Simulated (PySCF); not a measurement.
CBr2ClF. Atoms are numbered in the order given.

```xyz
5

F     -1.6695    -0.5948     0.0000
C     -0.3493    -0.4117     0.0000
Cl     0.4544    -1.9934     0.0000
Br     0.1342     0.5959    -1.6034
Br     0.1342     0.5959     1.6034
```
Charge 0, spin multiplicity 1.

Coordinates come from a TPSSh-D3(BJ)/def2-SVP optimisation.

Method: PySCF with PBE/def2-TZVP.

Gas-phase values at a fixed geometry.

```
Property                                                                                                        Value
---------------------------------------------------------------------------------------------  ----------------------
total energy                                                                                      -5745.42038 hartree
point group                                                                                                        Cs
highest occupied level                                                                                       -7.14 eV
lowest empty level                                                                                           -3.07 eV
orbital gap                                                                                                   4.06 eV
dipole moment                                                                                                  0.26 D
quadrupole, principal values (traceless, Buckingham form, about the centre of nuclear charge)   -2.35, 0.80, 1.56 D·Å
mean static polarisability                                                                       66.5 bohr³ (9.86 Å³)
polarisability, principal values                                                               50.4, 70.3, 78.8 bohr³
```
